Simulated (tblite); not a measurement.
Species: C₆H₇FO₂Si.
SMILES with atom numbers: `[CH:1]#[C:2][C:3]1=[C:4]([F:5])[SiH2:6][O:7][C@@H:8]1[O:9][CH3:10]` (hydrogens: H11 on C1; H12, H13 on Si6; H14 on C8; H15, H16, H17 on C10)

Cartesian coordinates in Å at the GFN2-xTB level; atoms count from 1:
```
atom  x, y, z in Å
C1     2.7571   -1.9258    0.3677
C2     2.0013   -1.0191    0.1423
C3     1.1331    0.0493   -0.1298
C4     1.4230    1.3566   -0.1756
F5     2.6601    1.8367    0.0339
Si6   -0.1374    2.3357   -0.5861
O7    -0.9792    0.9426   -0.7847
C8    -0.3336   -0.2356   -0.3769
O9    -0.8762   -0.7269    0.8022
C10   -2.2120   -1.1716    0.6798
H11    3.4157   -2.7167    0.5694
H12   -0.1145    2.9994   -1.8808
H13   -0.6271    3.1256    0.5374
H14   -0.4647   -0.9689   -1.1956
H15   -2.2792   -2.0057   -0.0280
H16   -2.5102   -1.5028    1.6715
H17   -2.8632   -0.3605    0.3434
```

Level: GFN2-xTB in tblite, geometry and Hessian alike; calculated harmonic values, unscaled, isolated species. This tight-binding method is rough: wavenumbers can miss measured ones by several per cent, in bad cases by 10 to 20. Modes of hydrogen on silicon can be 10 to 20 % off. One conformer, not necessarily the lowest.

Harmonic wavenumbers (cm⁻¹): 57.2, 91.2, 104.1, 115.2, 140.4, 181.8, 279.7, 294.4, 323.2, 359.8, 389.5, 434.9, 472.0, 494.7, 534.1, 571.6, 594.0, 636.2, 660.6, 673.1, 752.8, 781.7, 824.4, 945.2, 995.8, 1014.6, 1096.9, 1130.6, 1156.6, 1166.5, 1225.9, 1281.1, 1308.8, 1391.9, 1458.5, 1480.4, 1633.5, 2243.4, 2302.9, 2335.9, 2793.0, 2919.3, 2958.1, 3034.4, 3398.3.

A = 1318, B = 1163, C = 659.0 MHz; mass 158.020 u (most abundant isotopes); point group C1, symmetry number 1.

Q: Zero-point energy?

A: Half the sum of the wavenumbers: 24519 cm⁻¹ = 70.10 kcal/mol.

Q: Give the ideal-gas entropy at 500 K and 1 bar in the rigid-rotor, harmonic-oscillator model (classical rotation).

A: Translation 43.68, rotation 31.68, vibration 54.50: S = 129.9 cal/(mol K).

Q: And Cp and H(500 K) − H(0)?

A: Cp = 58.72 cal/(mol K), of which vibrations give 50.77 (their classical limit is 45 R = 89.4); H(500 K) − H(0) = 17.99 kcal/mol without the zero-point energy, 14.01 from vibrations.

Q: How do the functions run with temperature in this model?

A: 
```tsv
T (K)	S (cal/(mol K))	Cp (cal/(mol K))	H − H(0) (kcal/mol)	G − H(0) (kcal/mol)	ln q(vib)
100	71.2	20.0	1.34	-5.79	1.63
200	88.8	32.1	3.95	-13.82	4.52
300	104.0	42.9	7.71	-23.48	7.50
800	160.8	72.7	37.91	-90.74	21.28
1000	177.7	78.5	53.06	-124.64	26.02
```

q(vib) and H(0) count from the zero-point level.

Q: Blend soft modes into free rotors: weight 1/[1 + (100 cm⁻¹/ν̃)⁴] for the oscillator and the rest for a rotor with moment μB/(μ + B), μ = h/(8π²ν), B = 10⁻⁴⁴ kg m². What vibrational entropy results?

A: 51.27 cal/(mol K) in place of 54.50, which changes −T·S at 500 K by +1.62 kcal/mol.

Hindered rotation and anharmonicity are outside this model. Other conformers, if any are populated, would add a mixing term that is left out. The structure is chiral; the term R ln 2 for an equal mix with its mirror image is left out.

Time: 1.2 s. Hardware: an Arm Neoverse N1 with one thread, on a shared host. The figure is for the frequency step alone.
